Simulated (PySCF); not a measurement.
PySCF input file for Mg(OH)(SMe) (CH4MgOS), SMILES C[S][Mg][OH], B3LYP/pcSseg-1. Coordinates come from a PBE0-D3(BJ)/def2-SVP optimisation. Other conformers were not sampled.

```python
import numpy as np
from pyscf import gto, scf, dft
from pyscf.prop.nmr import rks as nmr

mol = gto.M(
    atom='''
    Mg    0.13024710   -1.03767712   -0.00000000
    O    -0.29891660   -2.74369029    0.00000000
    H    -0.44060351   -3.68391747   -0.00000001
    S     0.67752115    1.19847140    0.00000000
    C    -0.95407952    2.03353106   -0.00000000
    H    -1.54386415    1.79699430   -0.89692609
    H    -0.75916183    3.11484796   -0.00000000
    H    -1.54386416    1.79699430    0.89692609
    ''',
    basis='pcSseg-1',
    charge=0,
    spin=0,
    max_memory=1600,
    verbose=3,
)
mf = dft.RKS(mol, xc='b3lyp')
mf.grids.level = 3
mf.conv_tol = 1e-10
mf.max_cycle = 100
mf.kernel()
n = nmr.NMR(mf)
n.verbose = 2
n.max_cycle_cphf = 60
sigma = n.kernel()
print('atom   isotropic/ppm   span/ppm')
for i, s in enumerate(sigma):
    w = np.linalg.eigvalsh((s + s.T) / 2)
    print(f'{mol.atom_symbol(i):2s}{i + 1:3d} {w.mean():14.3f} {w[2] - w[0]:11.3f}')
```

It prints:

```
converged SCF energy = -714.078409564249
atom   isotropic/ppm   span/ppm
Mg  1        513.536     294.121
O   2        380.328      50.632
H   3         31.559      24.599
S   4        756.827     321.259
C   5        168.147      27.110
H   6         29.333      14.032
H   7         29.395      14.154
H   8         29.333      14.032
```

Self-consistency was reached.
